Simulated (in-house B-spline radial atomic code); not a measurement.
Values are calculated unless marked as measured or tabulated.
**Stopping and range of 5 keV Be in Si**

The pair potential comes from two frozen, spherical free-atom densities (PBE, B-spline radial code, scalar-relativistic past argon): electrostatics plus the change in Thomas-Fermi kinetic and Dirac exchange energy where they overlap, the recipe behind the universal ZBL potential, which averages such potentials (from solid-state densities) over many pairs. It is written V = (Z1 Z2 e²/r) φ(r/a), with e² = 14.3996 eV·Å and a = 0.46850 Å/(Z1^0.23 + Z2^0.23); ZBL's fit is φ = 0.18175 e^(−3.1998x) + 0.50986 e^(−0.94229x) + 0.28022 e^(−0.4029x) + 0.02817 e^(−0.20162x). Where φ falls below 4e-4 it is continued as an exponential.

The target is taken as amorphous, with density 2.329 g/cm³ (NSM archive of the Ioffe Institute); channelling is ignored. Masses: Be 9.01, Si 28.09 u. Nuclear stopping is S_n = 4π a Z1 Z2 e² M1/(M1 + M2) × s_n(ε), with s_n integrated over impact parameters for each pair. Electronic stopping is Lindhard and Scharff's S_e = Z1^(1/6) 8π e² a0 Z1 Z2/(Z1^(2/3) + Z2^(2/3))^(3/2) × v/v0, with a0 = 0.529177 Å and v = v0 at 24.801 keV/u; it misses the oscillations with Z1 seen in experiment, which reach tens of per cent. Compounds add by atom fraction.

```tsv
target atom	a (Å)	ε at this energy	s_n, this pair	s_n, ZBL potential
Si	0.14593	0.6851	0.3674	0.3325
```

Question: What are the atom density and the stopping powers at entry?

Answer: N = 2.329 × 0.602214/28.09 = 0.04993 atoms/Å³. For Si: S_n = 359.1 × 0.3674 = 132 eV·Å², S_e = 1.1892 × √5000 = 84.09 eV·Å². Averaged over the target's atoms and times N × 10 Å/nm, the ion loses N S_n = 65.9 eV/nm to recoils and N S_e = 42 eV/nm to electrons; the nuclear share is 61 %.

Along the track:

```json
{"E (keV)": "0.25", "N S_n (eV/nm)": "49.8", "N S_e (eV/nm)": "9.39"}
{"E (keV)": "0.75", "N S_n (eV/nm)": "63.3", "N S_e (eV/nm)": "16.3"}
{"E (keV)": "1.5", "N S_n (eV/nm)": "68.5", "N S_e (eV/nm)": "23"}
{"E (keV)": "2.5", "N S_n (eV/nm)": "69.3", "N S_e (eV/nm)": "29.7"}
{"E (keV)": "3.75", "N S_n (eV/nm)": "68", "N S_e (eV/nm)": "36.4"}
{"E (keV)": "5", "N S_n (eV/nm)": "65.9", "N S_e (eV/nm)": "42"}
```

Question: Estimate the path length and the projected range.

Answer: With continuous slowing down the path is the integral of dE/(N (S_n + S_e)). Trapezoids over the table give 50.8 nm, and the stretch below the first row, with stopping taken as √E, adds 2E/(N S) = 8.5 nm: 59.2 nm in all, against 56.5 nm on a fine grid from 5 eV. Deflections shorten the depth: to first order in the energy passed on, N (S_n + S_e) dR_p/dE = 1 − N S_n (M2/M1) R_p/(2E), summed over the target's atoms, and integrating this on the fine grid gives R_p = 24.2 nm, 0.43 of the path. Lindhard's rule of thumb R/(1 + M2/3M1), with mean M2/M1 = 3.12, gives 27.7 nm; it is meant for M2/M1 below about 2. On the ZBL potential the same equation gives 26.3 nm, and the full integral equation, which keeps hard collisions, 28.2 nm.
